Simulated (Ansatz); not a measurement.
Ansatz (a quantum-chemistry and plane-wave program) input (MP2/LANL2DZ): The .json file is the Basis Set Exchange's LANL2DZ.

Ansatz 0.2 input:
```yaml
crystal:
  periodic: [false, false, false]
  atoms:
    - {symbol: Cl, position_ang: [1.96704700, 0.34742800, 0.07532700]}
    - {symbol: C, position_ang: [0.28798700, 0.01282100, 0.02885100]}
    - {symbol: C, position_ang: [-0.36824900, -1.08748800, 0.46489600]}
    - {symbol: O, position_ang: [-1.67948100, -1.01746300, 0.27337900]}
    - {symbol: C, position_ang: [-1.91564900, 0.20414300, -0.32750800]}
    - {symbol: C, position_ang: [-0.74697200, 0.86572800, -0.49599200]}
    - {symbol: H, position_ang: [-2.94264100, 0.42354800, -0.55460200]}
    - {symbol: H, position_ang: [-0.60402000, 1.83864900, -0.93448500]}
basis:
  gaussian:
    orbitals: LANL2DZ.json
magnetization: {spin_polarized: true, initial_magnetization: 1}
correlation: {method: mp2, electrons: outside_noble_gas}
```

Output:

```
Functional definition: HF
integrals: 0.03 GiB planned
802 factors; integrals over basis functions are off by at most 5.4e-4 eV
mean field: 0.19 GiB planned
mean field evaluation 1: about -6580.8776 eV, gradient 1.8e1 eV
mean field evaluation 2: about -6580.8954 eV, gradient 1.8e1 eV
mean field evaluation 4: about -6583.4634 eV, gradient 3.4e0 eV
mean field evaluation 8: about -6583.7648 eV, gradient 3.9e-1 eV
mean field evaluation 16: about -6583.7701 eV, gradient 2.4e-6 eV
mean field evaluation 32: about -6583.2578 eV, gradient 3.0e0 eV
mean field evaluation 64: about -6583.7738 eV, gradient 1.1e-4 eV
mean field -6585.18384269 eV, -242.0010426208 hartree, gradient 5.9e-6 eV, S^2 1.168984; 5 other end points of the search recorded, 0 dependent functions left out
5 core orbitals not correlated
reference -6585.18384269 eV, -242.0010426208 hartree; 16, 15 occupied and 36, 37 virtual orbitals, 802 factors
second order -11.75420937 eV of doubles, -0.00000000 eV of singles
Total energy: -6596.93805205 eV, -242.4330018477 hartree
```

The geometry given is a B3LYP-D3(BJ)/def2-TZVP minimum.

The determinant is spin-contaminated: <S^2> is 1.17 against 0.75 for a pure state.
